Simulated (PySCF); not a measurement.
Gas-phase reaction: 3 WOF4 + 2 O3 = 3 WO3 + 6 F2

Computed with PySCF and rigid-rotor harmonic-oscillator thermochemistry at 1 bar. † marks an energy on the PBE0/def2-TZVP geometry and frequencies. MP2 and CCSD(T) freeze the core. All species are closed-shell singlets. W: scalar-relativistic def2 core potential, no spin-orbit coupling. MP2 isn't extrapolated to the basis-set limit; its ΔH°(298 K) is 2944.6 kJ in def2-SVP and 2964.8 kJ in def2-TZVPP. CCSD(T) isn't extrapolated to the basis-set limit; its ΔH°(298 K) is 2917.1 kJ in def2-SVP and 2946.1 kJ in def2-TZVPP. The harmonic model lacks anharmonicity and excited electronic states, which grow with temperature; levels with a mode under 35 cm⁻¹ are left out. Strong static correlation: O3. Soft modes under 120 cm⁻¹ make the harmonic entropy rough for WOF4. Warning, large T1 diagnostic: O3, WO3, WOF4 (CCSD(T)/def2-SVP†, CCSD(T)/def2-TZVPP†).

| level | ΔE electronic, kJ | ΔH°(298 K), kJ | ΔS°(298 K), J/K | ΔG°(2000 K), kJ |
|---|---|---|---|---|
| CCSD(T)/def2-SVP† | 2938 | 2917 | 580 | 1825 |
| CCSD(T)/def2-TZVPP† | 2967 | 2946 | 580 | 1854 |
| HF/def2-TZVP† | 3112 | 3092 | 580 | 2000 |
| MP2/def2-SVP† | 2965 | 2945 | 580 | 1853 |
| PBE0/def2-QZVP† | 3051 | 3030 | 580 | 1938 |
ΔH° is lowest at CCSD(T)/def2-SVP† and highest at HF/def2-TZVP†. No reference value is set beside these.
